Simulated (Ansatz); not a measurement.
Consider the ligand exchange at the Si–C bond: `[AlH2][CH2][SiH3]` + `[SiH3][AlH][SH]` → `[SiH3][AlH][S][SiH3]` + `[CH3][AlH2]`.

Isolated molecules relaxed with PBE0-D4/def2-TZVP in Ansatz; ΔE leaves out vibrations. CCSD(T)/CBS adds triple-zeta CCSD(T) − MP2 to the extrapolated MP2 energy (def2 sets, frozen cores). This one scheme is used for every species. DFT in def2-TZVPP. HSE06 is defined as in plane-wave codes. Each species was taken in one conformer, which may not be the lowest.

| level | ΔE (kcal/mol) | difference from CCSD(T)/CBS |
| --- | --- | --- |
| revPBE-D4 | -12.6 | -0.3 |
| BLYP-D4 | -12.2 | 0.1 |
| B2PLYP | -11.6 | 0.7 |
| PBE-QIDH | -12.4 | -0.1 |
| PBE0 | -11.8 | 0.5 |
| HSE06 | -11.9 | 0.4 |
| HF/def2-SVP | -10.9 | 1.4 |
| CCSD/def2-SVP | -10.5 | 1.8 |
| CCSD(T)/def2-SVP | -10.5 | 1.8 |
| MP2/def2-QZVPP | -12.9 | -0.6 |
| CCSD(T)/CBS | -12.3 | 0 |

Largest T1 diagnostic among the species: 0.013.

From BLYP to BHLYP (50 % exact exchange), in def2-TZVPP and without D4, ΔE moves by −0.8 kcal/mol. Leaving LDA and LC-ωPBE aside and taking each functional with its dispersion term where it has one, the values, not all of them listed here, spread over 1.2 kcal/mol, from BHLYP-D4 to B2PLYP.
